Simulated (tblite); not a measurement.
C4H5 (SMILES C1[C@-]2C[C@H]12), charge -1, singlet, at a GFN2-xTB geometry; GFN1-xTB with ALPB(water) (tblite).

Here is a job for tblite.
```
$ tblite run mol.xyz --method gfn1 --charge -1 --spin 0 --alpb water --json tblite.json --no-restart

# file mol.xyz
9

C      0.01838829     1.09261235     0.31793151
C      0.04322136    -1.09887314     0.29296768
C      0.86364242     0.01454600    -0.41782223
C     -0.64697488    -0.00242694    -0.43053395
H     -0.11541859     1.12684033     1.41520083
H     -0.00676947     2.10157076    -0.11435886
H     -0.08949244    -1.16110732     1.38913817
H      0.04081885    -2.09803459    -0.16219775
H     -1.49880154    -0.00441880    -1.10304047
```

Output, abridged:

```
xTB calculator
 | screened Coulomb repulsion
 | Coulomb electrostatics
 |  * isotropic Klopman-Ohno-Mataga-Nishimoto electrostatics
 |  * onsite third-order electrostatics
 | DFT-D3(BJ) dispersion correction
 | Interactions (3)
 | [1] alpb/gbsa reaction field model
 | [2] cds contribution to solvation
 | [3] empirical free energy shift and standard state/solvent correction

halogen bonding energy    0.0000000000000E+00 Eh
repulsion energy          1.4682464307776E-01 Eh
dispersion energy        -2.2023512096034E-03 Eh
interaction energy        8.0182104423244E-04 Eh
number of electrons       2.2000000000000E+01 e
integral cutoff           1.9731147476801E+01 bohr

------------------------------------------------------------
  cycle        total energy    energy error   density error
------------------------------------------------------------
      1     -11.26096569625  -1.1406390E+01   6.8045282E-01
      2     -11.28577766316  -2.4811967E-02   3.9637439E-01
      3     -11.28595657271  -1.7890955E-04   7.9684619E-02
      4     -11.28603463073  -7.8058017E-05   4.1646302E-03
      5     -11.28604205525  -7.4245275E-06   8.1534556E-04
      6     -11.28604237578  -3.2052393E-07   1.6081314E-04
      7     -11.28604238765  -1.1870505E-08   4.4142113E-05
      8     -11.28604238836  -7.0852479E-10   1.1337098E-05
------------------------------------------------------------

electronic energy        -1.1431466501270E+01 Eh
total energy             -1.1286042388357E+01 Eh

Post processing:
 | Mayer-Wiberg bond orders

[Info] JSON dump of results written to 'tblite.json'
```
